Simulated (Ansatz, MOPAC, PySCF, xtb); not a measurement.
Two conformers of C2H6GeO (SMILES C[O][Ge][CH3]), B3LYP-D3(BJ)/def2-TZVP minima.
Conformer 1 (charge 0, multiplicity 1):
```csv
atom,x (Å),y (Å),z (Å)
C,2.0040,-0.3851,-0.0245
O,0.6363,-0.1051,0.2116
Ge,-0.5437,0.1244,-1.1338
C,-2.0925,0.4097,0.1018
H,2.2646,-1.3430,0.4333
H,2.6194,0.3936,0.4336
H,2.2436,-0.4342,-1.0935
H,-2.3507,-0.5484,0.5638
H,-2.9692,0.7896,-0.4247
H,-1.8119,1.0986,0.9011
```
Conformer 2 (charge 0, multiplicity 1, Z-matrix in Å and degrees):
```
O
C 1 1.4144
H 2 1.0926 1 112.84
H 2 1.0932 3 108.61 1 121.16
H 2 1.0934 3 108.59 4 117.47
Ge 1 1.7970 2 130.72 3 -3.02
C 6 2.0228 1 100.79 2 0.07
H 7 1.0914 6 109.30 1 -179.68
H 7 1.0938 8 108.46 6 -121.60
H 7 1.0939 8 108.41 9 -116.85
```

No zero-point or thermal terms.

Correlated levels freeze the cores. Filled d and f shells under p-block atoms count as core. Rows in 6-31G*, STO-3G carry no dispersion term and start afresh at each structure (6-31G* with six Cartesian d functions); the Pople sets are all-electron and without relativity. The state that PM6 reach isn't checked.

Codes used: Ansatz (Gaussian orbitals); MOPAC for PM6 (differences of heats of formation); PySCF for 6-31G* rows, STO-3G rows, the dispersion terms; xtb for the GFN methods. 

```csv
level,electronic energy of conformer 2 less that of conformer 1 (kcal/mol)
GFN-FF,3.39
PM6,-4.08
HF/STO-3G,3.88
PBE-D4/def2-TZVPP,1.24
r2SCAN-D3(BJ)/def2-TZVPP,1.51
B3LYP/6-31G*,1.76
PBE0-D4/def2-TZVPP,[?]
CAM-B3LYP/def2-TZVPP,1.48
B2PLYP/def2-TZVPP,1.48
```

Q: What belongs in the gaps?

A: 
- PBE0-D4/def2-TZVPP, electronic energy of conformer 2 less that of conformer 1 (kcal/mol): 1.33

Ansatz is a program for electronic structure.
